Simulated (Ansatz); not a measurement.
Geometry optimisation, RKS PBE/def2-SVP in Ansatz.

The input (input.yaml):

```yaml
crystal:
  periodic: [false, false, false]
  atoms:
    - { symbol: Ti, position_ang: [-0.019333, -0.526961, -0.465496] }
    - { symbol: F, position_ang: [1.260827, 0.763154, 1.963985] }
    - { symbol: "N", position_ang: [1.745576, 0.062972, -0.699709] }
    - { symbol: H, position_ang: [2.473066, -0.340346, -1.301919] }
    - { symbol: H, position_ang: [2.145511, 0.754599, -0.053289] }
    - { symbol: O, position_ang: [-1.209996, 0.510923, 0.379771] }
    - { symbol: H, position_ang: [-2.165902, 0.375733, 0.508327] }
    - { symbol: "N", position_ang: [-0.67358, -1.60282, -1.862199] }
    - { symbol: H, position_ang: [-1.644837, -1.906652, -2.001984] }
    - { symbol: H, position_ang: [-0.07264, -2.118365, -2.51815] }
    - { symbol: Si, position_ang: [0.519147, -2.39681, 1.082583] }
    - { symbol: H, position_ang: [-0.597596, -3.263734, 1.630081] }
    - { symbol: H, position_ang: [1.562291, -3.379009, 0.589409] }
    - { symbol: H, position_ang: [1.170774, -1.864903, 2.374088] }
    - { symbol: H, position_ang: [1.297492, -0.133482, 2.232501] }
basis:
  gaussian: { orbitals: def2-SVP }
hamiltonian:
  xc: pbe
relax:
  f_tol: 0.03
  max_steps: 50
```

Run as:

```bash
$ ansatz run input.yaml --threads 4 --pin off --max-ram 5120MiB --backend cpu --events-out ev --progress --plain --runs-dir out
```

**Question.** Where does it end, and by what steps?

**Answer.** The forces met the threshold. After 15 steps the energy has fallen by 0.094 eV; F2 moved furthest, 0.55 Å.

```tsv
step	energy less start (eV)	largest force component (eV/Å)	accepted
0	0.0000	0.698	yes
1	-0.0141	1.766	yes
2	-0.0110	1.562	no
3	-0.0443	1.068	yes
4	-0.0553	0.953	yes
5	-0.0747	0.114	yes
6	-0.0802	0.062	yes
7	-0.0841	0.142	yes
8	-0.0894	0.044	yes
9	-0.0906	0.142	yes
10	-0.0794	0.645	no
11	-0.0907	0.128	yes
12	-0.0920	0.119	yes
13	-0.0930	0.041	yes
14	-0.0933	0.031	yes
15	-0.0935	0.025	yes
```

```xyz
15
Properties=species:S:1:pos:R:3
Ti -0.116 -0.570 -0.626
F 1.786 0.724 2.133
N 1.619 0.110 -0.688
H 2.425 -0.250 -1.213
H 1.932 0.707 0.095
O -1.269 0.424 0.308
H -2.168 0.338 0.666
N -0.682 -1.649 -2.060
H -1.637 -1.971 -2.256
H -0.037 -2.124 -2.704
Si 0.467 -2.363 1.139
H -0.645 -3.189 1.755
H 1.531 -3.363 0.738
H 1.096 -1.711 2.382
H 1.489 -0.178 2.190
```

Whether the end is a true minimum wasn't checked by a vibrational analysis.

Run time: 47 s on 4 threads of Arm Neoverse V1, on a shared host, peak memory 0.24 GiB.
